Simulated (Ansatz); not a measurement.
Species: C₅H₉O, charge 0, multiplicity 2. It need not be the lowest isomer of its formula. SMILES: CC[CH]C(C)=O
Structure (B3LYP-D3(BJ)/def2-TZVP (Ansatz, an electronic-structure program) minimum search):
```xyz
15

C      2.4421     0.5218    -0.5962
C      1.4996    -0.0706     0.4667
C      0.1409     0.5134     0.4021
C     -1.0253    -0.2522     0.0479
O     -0.9462    -1.4543    -0.2138
C     -2.3562     0.4719     0.0014
H      2.5273     1.6053    -0.4928
H      2.0748     0.3049    -1.6000
H      3.4405     0.0930    -0.4987
H      1.4265    -1.1511     0.3450
H      1.9272     0.1264     1.4575
H      0.0211     1.5748     0.5977
H     -2.3322     1.2693    -0.7455
H     -2.5768     0.9377     0.9648
H     -3.1458    -0.2322    -0.2498
```
Charge 0, spin multiplicity 2.

Wanted: atomisation energy (electronic, to ground-state atoms), in kJ/mol. Cores are frozen in the correlated levels unless marked. Open shells are spin-unrestricted. No spin-orbit coupling. No relativistic terms. The coupled-cluster limit lacks core correlation, which all-electron functionals hold. Basis-set limits of correlation are two-point, X^-3; Hartree-Fock from the larger set. [CCSD(T)-MP2]/basis is that difference in the basis named.

The UHF reference is spin-contaminated (<S^2> 0.13 over the pure value in the largest basis). 

```
level                                                     program  atomisation energy (kJ/mol)
-------------------------------------------------  --------------  ---------------------------
r2SCAN-D3(BJ)/def2-TZVPD                           Ansatz + dftd3                   (withheld)
PBE0-D3(BJ)/def2-TZVP                              Ansatz + dftd3                       6208.3
PBE0-D4/def2-TZVPD                                 Ansatz + dftd4                       6206.8
CAM-B3LYP-D3(BJ)/def2-TZVPD                        Ansatz + dftd3                       6181.2
CAM-B3LYP-D4/def2-TZVPD                            Ansatz + dftd4                       6182.3
B2GP-PLYP-D3(BJ)/def2-TZVPD                        Ansatz + dftd3                       6077.0
CCSD/6-31G*                                                Ansatz                   (withheld)
CCSD/cc-pVTZ                                               Ansatz                       5911.4
RI-MP2/CBS(cc-pVTZ,cc-pVQZ)+[CCSD(T)-MP2]/cc-pVTZ          Ansatz                   (withheld)
```

### Question
Complete the blanks.

### Answer

- r2SCAN-D3(BJ)/def2-TZVPD, atomisation energy (kJ/mol): 6187.1
- CCSD/6-31G*, atomisation energy (kJ/mol): 5599.9
- RI-MP2/CBS(cc-pVTZ,cc-pVQZ)+[CCSD(T)-MP2]/cc-pVTZ, atomisation energy (kJ/mol): 6137.8
